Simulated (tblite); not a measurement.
C10H8N2.
Structure used (GFN2-xTB), in Å, numbered top down from 1:
```
atom  x, y, z in Å
C1     3.4100   -0.0491    0.5609
C2     2.9141    0.8266   -0.3937
C3     1.5519    0.8564   -0.6279
C4     0.7266    0.0029    0.1065
C5    -0.7273   -0.0013   -0.1063
C6    -1.5524   -0.8548    0.6280
C7    -2.9144   -0.8259    0.3930
C8    -3.4104    0.0493   -0.5619
C9    -2.5077    0.8576   -1.2380
N10   -1.2074    0.8382   -1.0223
N11    1.2067   -0.8369    1.0222
C12    2.5070   -0.8568    1.2374
H13    4.4661   -0.1040    0.7755
H14    3.5810    1.4743   -0.9452
H15    1.1082    1.5154   -1.3561
H16   -1.1091   -1.5126    1.3574
H17   -3.5812   -1.4738    0.9443
H18   -4.4664    0.1035   -0.7768
H19   -2.8425    1.5593   -1.9919
H20    2.8419   -1.5577    1.9919
```

Level: GFN2-xTB in tblite, geometry and Hessian alike; calculated harmonic values, unscaled, isolated species. The method is semi-empirical: single wavenumbers can be off by several per cent or more. One conformer, not necessarily the lowest.

Harmonic wavenumbers (cm⁻¹): 41.8, 84.8, 136.1, 201.9, 321.2, 357.5, 368.5, 388.7, 418.4, 524.5, 593.0, 598.2, 618.4, 699.8, 710.7, 751.9, 764.3, 796.6, 895.3, 896.2, 917.1, 917.8, 937.1, 937.5, 986.0, 1008.3, 1083.5, 1087.4, 1089.0, 1119.6, 1126.4, 1160.2, 1160.4, 1238.6, 1247.2, 1279.3, 1297.4, 1305.5, 1396.7, 1420.6, 1424.4, 1455.6, 1553.0, 1564.5, 1575.9, 1583.8, 3048.2, 3049.2, 3068.1, 3069.3, 3093.2, 3093.7, 3114.4, 3116.1.

A = 2984, B = 596.3, C = 497.0 MHz; mass 156.069 u (most abundant isotopes); point group C2h, symmetry number 2.

Question: Zero-point energy?

Answer: ½Σν̃ = 33346 cm⁻¹ = 95.34 kcal/mol.

Question: Give the ideal-gas entropy at 298.15 K and 1 bar in the rigid-rotor, harmonic-oscillator model (classical rotation).

Answer: Translation 41.07, rotation 28.90, vibration 24.22: S = 94.2 cal/(mol K).

Question: And Cp and H(298.15 K) − H(0)?

Answer: Cp = 38.23 cal/(mol K), of which vibrations give 30.29 (their classical limit is 54 R = 107.3); H(298.15 K) − H(0) = 6.36 kcal/mol without the zero-point energy, 3.99 from vibrations.

Question: Which modes carry the vibrational entropy at 298.15 K?

Answer: 41.8 cm⁻¹: 5.17; 84.8 cm⁻¹: 3.78; 136.1 cm⁻¹: 2.86; 201.9 cm⁻¹: 2.12; 321.2 cm⁻¹: 1.30; 357.5 cm⁻¹: 1.13 cal/(mol K); the other 48 give 7.86 together.

Question: How do the functions run with temperature in this model?

Answer: 
```
T (K)  S (cal/(mol K))  Cp (cal/(mol K))  H − H(0) (kcal/mol)  G − H(0) (kcal/mol)  ln q(vib)
  100             67.8              15.7                 1.17                -5.61       1.38
  200             81.6              25.9                 3.22               -13.10       3.34
  300             94.4              38.5                 6.43               -21.90       5.50
  500            119.7              61.1                16.52               -43.33      10.33
  800            153.3              81.4                38.23               -84.44      17.96
 1000            172.4              89.4                55.35              -117.06      22.85
```

q(vib) and H(0) count from the zero-point level.

Hindered rotation and anharmonicity are outside this model. Other conformers, if any are populated, would add a mixing term that is left out.
